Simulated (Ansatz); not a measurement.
Molecule: CH2O (charge 0, singlet). 
Geometry from a B3LYP-D3(BJ)/def2-TZVP (Ansatz, a quantum-chemistry and plane-wave program) optimisation:
```
O
H 1 0.9706
C 1 1.3085 2 109.01
H 3 1.1140 1 102.40 2 180.00
```
Charge 0, spin multiplicity 1.

Basis-set convergence of Hartree-Fock and CCSD(T) correlation energies (hartree) with Ansatz. Correlated levels leave the core frozen unless marked. No spin-orbit coupling. Non-relativistic.

The Hartree-Fock reference is unstable (checked in the largest basis), which strains HF and MP2. 

| basis | functions | E(HF) | E(corr, CCSD(T)) |
|---|---|---|---|
| cc-pVDZ | 38 | -113.80006 | -0.33519 |
| cc-pVTZ | 88 | -113.83538 | -0.41601 |
| cc-pVQZ | 170 | -113.84429 | -0.44207 |

Extrapolating the two largest sets (X = 3 and 4) as X^-3: E(corr) = (64·(-0.44207) - 27·(-0.41601))/37 = -0.4611 Eh, an estimate of the basis-set limit. The largest set recovers 95.9 % of it, the smallest 72.7 %.
